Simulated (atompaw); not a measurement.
Building the PAW (atompaw) potential for Nb (Z = 41) (PBEsol, scalar-relativistic).

Nb (Z = 41), PAW, made with atompaw 4.2.0.5 (PBEsol, scalar-relativistic). Core [Kr], reference 4d5 5s0 5p0. Waves: 5s (bound, empty): rc 3.00 bohr; 5s channel at 0.35 Ry: rc 3.00 bohr; 5p (bound, empty): rc 3.00 bohr; 5p channel at 2.95 Ry: rc 3.00 bohr; 4d (bound): rc 3.00 bohr; 4d channel at 0.85 Ry: rc 2.40 bohr. Local part: bessel scheme, radius 3.00 bohr. Core correction: smooth core density matched at 1.95 bohr. Augmentation charge: besselshape compensation charge, radius 2.85 bohr; PAW radius 3.00 bohr; waves and projectors: custom rrkj gramschmidtortho.

All-electron outer shells of the reference configuration (PBEsol, scalar-relativistic, ld1.x):

| shell | level (eV) | outermost node (bohr) | outermost maximum (bohr) |
| --- | --- | --- | --- |
| 4s | -56.54 | 0.53 | 1.04 |
| 4p | -32.78 | 0.54 | 1.12 |
| 5s | -3.48 | 1.41 | 3.15 |
| 4d | -1.91 | 0.55 | 1.53 |
| 5p | -0.84 | 1.64 | 4.48 |

Task: Does the generator finish with these settings?

Result: Yes, a potential is produced.

Task: Estimate the cutoffs (Ry, on a coarse ladder) from which the occupation-weighted sum of valence levels, in a spherical-Bessel basis at the reference potential, stays within 10 and 1 mRy of its value at 400 Ry.

Result: 10 Ry and 12 Ry.

Task: What does a ghost test show?

Result: No extra level below or beside the all-electron valence levels (s, p, d, f tested).

Task: Is the overlap operator S = 1 + Σ q|β⟩⟨β| positive definite (Bessel basis up to 400 Ry)?

Result: Yes: its lowest eigenvalue is 0.43 (s channel).
